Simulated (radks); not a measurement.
Question: Radial electron density D(r) = 4 pi r^2 rho(r) of an atom or ion with 64 electrons. Method: non-relativistic Kohn-Sham, PBE, spin-polarised, spherical densities, point nucleus; computed with a radial shooting solver on a logarithmic mesh with Libxc functionals.

```
   r/bohr * D(r) (the largest magnitude, 107, reaches the edge; | marks zero)
 0.002728 |     *
 0.003727 |         *
 0.005091 |               *
   0.0069 |                       *
 0.009427 |                               *
  0.01288 |                                      *
  0.01759 |                                         *
  0.02404 |                                       *
  0.03284 |                                     *
  0.04486 |                                          *
  0.06129 |                                                     *
  0.08372 |                                                      *
   0.1144 |                                             *
   0.1563 |                                              *
   0.2135 |                                                *
   0.2893 |                              *
   0.3953 |                     *
     0.54 |                         *
   0.7377 |                *
    1.008 |       *
    1.377 |    *
    1.881 |  *
     2.57 |*
    3.511 *
    4.796 *
    6.552 *
    8.951 *
    12.23 *
```

What is the nuclear charge?

Answer: Z = 64. The innermost maximum, from 1s, lies near 1/Z = 0.0156 bohr (found: 0.0175), and its height grows with Z. The density is that of neutral gadolinium in [Xe] 4f7 5d1 6s2; the configuration itself is not fixed sharply by these data, and Z only to a few units. D(r) has 4 maxima, at r = 0.0175, 0.0731, 0.194, 0.527 bohr, and minima at 0.0315, 0.130, 0.380 bohr, inside which lie 1.97, 11.38, 29.48 electrons.
